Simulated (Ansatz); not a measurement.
Molecule: C5H6Si, charge 0, multiplicity 1. 
Structure (B3LYP-D3(BJ)/def2-TZVP (Ansatz, a quantum-chemistry and plane-wave program) minimum search):
```xyz
12

C      3.0579     1.1372     0.2799
C      1.8598     1.1296     0.1985
C      0.4170     1.0429     0.0955
Si    -0.1361    -0.7620    -0.0584
C     -1.9588    -0.8082    -0.1844
C     -3.1620    -0.8129    -0.2660
H      4.1169     1.1632     0.3531
H     -0.0644     1.4813     0.9741
H      0.0539     1.5943    -0.7763
H      0.2882    -1.5182     1.1371
H      0.4509    -1.3626    -1.2731
H     -4.2235    -0.8222    -0.3383
```

Dipole moments at this geometry, in debye (magnitudes).

```json
[
 {"level": "SVWN5/def2-TZVPD", "program": "Ansatz", "dipole (D)": "___"},
 {"level": "PBE/def2-TZVPD", "program": "Ansatz", "dipole (D)": "1.07"},
 {"level": "PBE0/def2-TZVPD", "program": "Ansatz", "dipole (D)": "1.08"},
 {"level": "LC-wPBE/def2-TZVPD", "program": "Ansatz", "dipole (D)": "1.08"},
 {"level": "wB97X-V/def2-TZVPD", "program": "Ansatz", "dipole (D)": "1.10"},
 {"level": "CCSD(T)/aug-cc-pV(D+d)Z", "program": "Ansatz", "dipole (D)": "___"}
]
```

Task: Complete the blanks.

Result: 
- SVWN5/def2-TZVPD, dipole (D): 1.06
- CCSD(T)/aug-cc-pV(D+d)Z, dipole (D): 1.00
